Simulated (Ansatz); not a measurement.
`CNCC(F)(F)F` and `C#CC(F)(F)F` differ in one atom or group.

Ansatz, PBE0-D4/def2-TZVP geometries, multiplicity 1. Each molecule was computed in one conformer, which needn't be the lowest.

```tsv
property	`CNCC(F)(F)F`
HOMO energy (ωB97M-V/def2-TZVPP) / eV	-9.44
HOMO energy (PBE0/def2-TZVPP) / eV	-7.05
size of the dipole moment (PBE/def2-TZVPP) / D	2.56
LUMO energy (ωB97M-V/def2-TZVPP) / eV	2.44
LUMO energy (PBE0/def2-TZVPP) / eV	0.99
HOMO–LUMO gap (PBE/def2-TZVPP) / eV	5.73
```

Give the same properties after the change, and the shifts. (Best estimate.)

The calculation gave: 
```tsv
property	`C#CC(F)(F)F`	shift
HOMO energy (ωB97M-V/def2-TZVPP) / eV	-11.62	-2.18
HOMO energy (PBE0/def2-TZVPP) / eV	-9.30	-2.25
size of the dipole moment (PBE/def2-TZVPP) / D	2.11	-0.45
LUMO energy (ωB97M-V/def2-TZVPP) / eV	1.94	-0.50
LUMO energy (PBE0/def2-TZVPP) / eV	-0.26	-1.25
HOMO–LUMO gap (PBE/def2-TZVPP) / eV	6.65	0.92
```

With PBE0 the HOMO falls by 2.25 eV and the LUMO falls by 1.25 eV, so the gap widens by about 1.00 eV. PBE moves the HOMO by -2.39 eV and ωB97M-V by -2.18 eV. The zero-point energy changes by -170.6 kJ/mol with -18 modes. Dipoles are sizes alone; their direction can turn.
